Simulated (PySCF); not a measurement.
HHfN, singlet: structure and spectrum

These are results of PBE0 in PySCF with Hf def2-TZVP with ECP60, N def2-TZVP, H def2-TZVP; scalar-relativistic core potentials, no spin–orbit coupling; density-fitted integrals, not measurements.

The structure is a minimum.

| Item | Value |
| --- | --- |
| Point group | Cs |
| Bond lengths | Hf–H 1.869 Å, Hf–N 1.723 Å |
| Bond angles | H–Hf–N 101.5° |
| Rotational constants | 5.046, 0.4341, 0.3997 cm⁻¹ |
| Lowest empty level | -2.86 eV |
| Rotational symmetry number | 1 |
| Atomisation energy without zero-point energy | 757 kJ/mol |
| Principal quadrupole moments (Buckingham, traceless) about the centre of mass | -12.11, 0.87, 11.24 D Å |
| Zero-point energy | 18.6 kJ/mol |
| Highest occupied level | -5.95 eV |
| Entropy at 298.15 K and 1 bar | 262.2 J/(mol K) |
| Dipole moment | 6.94 D |
| Heat capacity Cp at 298.15 K | 40.4 J/(mol K) |
| Enthalpy at 298.15 K above 0 K | 10.63 kJ/mol |
| Principal polarisabilities | 33.1, 49.6, 76.2 bohr³ |

Harmonic modes (masses in u: Hf 179.947, N 14.003, H 1.008):
```
symmetry  ω (cm⁻¹)  IR (km/mol)  μ (u)
      a'       490         44.7   1.10
      a'       996         74.9  14.59
      a'      1632          163   1.02
```

Charges (e):
```tsv
atom	Mulliken	Löwdin	polar tensor	Mayer order to Hf1
Hf1	0.68	0.54	1.07	–
N2	-0.52	-0.40	-0.74	3.08
H3	-0.16	-0.14	-0.33	0.97
```

Mulliken populations on Hf1 (electrons outside its core potential): s 2.54, p 6.29, d 2.44, f 0.05.

Outer orbital energies (eV). occupied: -17.03, -7.93, -6.58, -6.40, -5.95; empty: -2.86, -1.46, -1.32, -0.75.

This need not be the most stable arrangement of these atoms. With an element this heavy the missing spin–orbit coupling can shift these numbers.

The final relaxation and frequency run took 20 s on 2 threads of a shared Arm Neoverse V2 host, with 77 basis functions and 14 gradients; the process peaked at 0.74 GiB. Launch command: `OMP_NUM_THREADS=2 python axn.py task.json out`.
